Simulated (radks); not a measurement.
The numbers below are computed, except where a source is named.
Task: All-electron atom: Ar V in [Ne] 3s2 3p2. Code: a radial shooting solver on a logarithmic mesh with Libxc functionals. Model: Dirac Kohn-Sham, relativistic LDA (MacDonald-Vosko exchange, VWN5 correlation), spin-unpolarised, spherical densities, finite nucleus; open shells fill j = l - 1/2 first; Fermi nuclear charge, rms radius 3.4274 fm. Some entries of the table are withheld. Estimate them.

| orbital | occ. | eigenvalue (hartree) | <r> (bohr) |
|---|---|---|---|
| 1s1/2 | 2 | -116.6767 | 0.08603 |
| 2s1/2 | 2 | -13.35224 | 0.4144 |
| 2p1/2 | 2 | (1) | (2) |
| 2p3/2 | 4 | (3) | (4) |
| 3s1/2 | 2 | -2.99394 | 1.255 |
| 3p1/2 | 2 | (5) | (6) |
| 3p3/2 | 0 | (7) | (8) |

Result: 
(1) 2p1/2 eigenvalue (hartree): -11.00164
(2) 2p1/2 <r> (bohr): 0.3740
(3) 2p3/2 eigenvalue (hartree): -10.91917
(4) 2p3/2 <r> (bohr): 0.3764
(5) 3p1/2 eigenvalue (hartree): -2.41647
(6) 3p1/2 <r> (bohr): 1.330
(7) 3p3/2 eigenvalue (hartree): -2.40615
(8) 3p3/2 <r> (bohr): 1.336
